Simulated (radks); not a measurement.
Question: Ta48+, 25 electrons, occupied as [Ne] 3s1.5 3p6 3d7 4f0.5 (fractional occupations, a model configuration). All-electron calculation, Dirac Kohn-Sham, B86b exchange with PBE correlation, spin-unpolarised, spherical densities, point nucleus; open shells are shared between the two j in proportion to 2j + 1. Program: a radial shooting solver on a logarithmic mesh with Libxc functionals. Some entries of the table are withheld. Estimate them.

orbital      occ.  eigenvalue (hartree)  <1/r> (bohr^-1)
1s1/2           2             -2575.994            85.50
2s1/2           2             -525.0252            20.85
2p1/2           2             -506.8993            20.79
2p3/2           4             -459.7817            17.57
3s1/2         1.5             -188.7952            7.958
3p1/2           2             -181.1973            7.875
3p3/2           4             -170.1066            7.039
3d3/2         2.8             -158.1046            6.918
3d5/2         4.2             -155.5996            6.720
4s1/2           0             -95.06488            3.990
4p1/2           0             -91.79321            3.934
4p3/2           0             -87.85908            3.636
4d3/2           0             -82.89236            3.546
4d5/2           0             -81.99313            3.475
4f5/2    0.214286                   (1)              (2)
4f7/2    0.285714                   (3)              (4)
5f5/2           0                   (5)            2.084
5f7/2           0                   (6)            2.071

Answer: 
(1) 4f5/2 eigenvalue (hartree): -76.85341
(2) 4f5/2 <1/r> (bohr^-1): 3.317
(3) 4f7/2 eigenvalue (hartree): -76.55956
(4) 4f7/2 <1/r> (bohr^-1): 3.290
(5) 5f5/2 eigenvalue (hartree): -48.63714
(6) 5f7/2 eigenvalue (hartree): -48.48484
